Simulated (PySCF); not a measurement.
Cartesian coordinates in Å; atom numbers follow the order of the lines, from 1:
```xyz
14

Si    0.1773    0.3512   -1.6350
C     0.1741    0.3225    0.2603
C     0.9795   -0.8619    0.7942
C    -1.2492    0.3402    0.8157
H     0.6818    1.2559    0.5685
H     2.0185   -0.8554    0.4297
H     0.5274   -1.8214    0.4918
H     1.0127   -0.8525    1.8967
H    -1.2429    0.3686    1.9183
H    -1.8212    1.2132    0.4645
H    -1.8052   -0.5640    0.5164
H     1.5793    0.3778   -2.1585
H    -0.5489    1.5547   -2.1519
H    -0.5026   -0.8728   -2.1679
```

Geometry: PBE0-D3(BJ)/def2-SVP; GIAO absolute shieldings from PySCF 2.14, gas phase, non-relativistic, averaged over equivalent atoms.

At PBE0/pcSseg-1 (125 basis functions, 22 s wall time on 1 thread of an Intel Xeon Platinum 8259CL, shared host):
```csv
atoms,σ (ppm)
Si1,404.6
C3/C4,163.3
C2,172.7
H12/H13/H14,27.50
H6/H7/H8/H9/H10/H11,30.17
H5,30.38
```

Task: What do these become at B3LYP/pcSseg-1?

Result: 
```json
{"atoms": "Si1", "σ at B3LYP/pcSseg-1": "391.7", "change": "-12.9"}
{"atoms": "C3/C4", "σ at B3LYP/pcSseg-1": "157.5", "change": "-5.8"}
{"atoms": "C2", "σ at B3LYP/pcSseg-1": "165.5", "change": "-7.2"}
{"atoms": "H12/H13/H14", "σ at B3LYP/pcSseg-1": "27.69", "change": "+0.19"}
{"atoms": "H6/H7/H8/H9/H10/H11", "σ at B3LYP/pcSseg-1": "30.26", "change": "+0.09"}
{"atoms": "H5", "σ at B3LYP/pcSseg-1": "30.50", "change": "+0.12"}
```

The largest change is at Si1 (silicon bonded to C, 3 H). Cost: 125 basis functions, 12 s wall time on 1 thread of an Intel Xeon Platinum 8259CL, shared host.
